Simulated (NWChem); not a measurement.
# SnHCl, singlet; SMILES [SnH][Cl]

```xyz
3

Sn     0.0119     0.6438     0.0000
H     -1.7686     0.7982     0.0000
Cl    -0.0425    -1.7491     0.0000
```
Atoms are numbered in this order, from 1.

Low-valent species are run as closed-shell singlets; no triplet was tried in these runs. Geometry: optimised at PBE0/def2-SVP (def2 core potentials past Kr).

Spin-orbit effects, on the heavy nuclei and on their neighbours, are missing.

Task: Give the principal values of the shielding tensors (ppm) of Sn1, Cl3 from PBE/x2c-SVPall-s, scalar ZORA without spin-orbit coupling, GIAO (NWChem), with their diamagnetic and paramagnetic parts as GIAO splits them.

Result: 
| atom | σ11 | σ22 | σ33 | isotropic | diamagnetic | paramagnetic |
|---|---|---|---|---|---|---|
| Sn1 | -2247.3 | 1766.8 | 2217.7 | 579.1 | 5061.3 | -4482.2 |
| Cl3 | -506.3 | 192.6 | 1239.6 | 308.6 | 1146.1 | -837.4 |
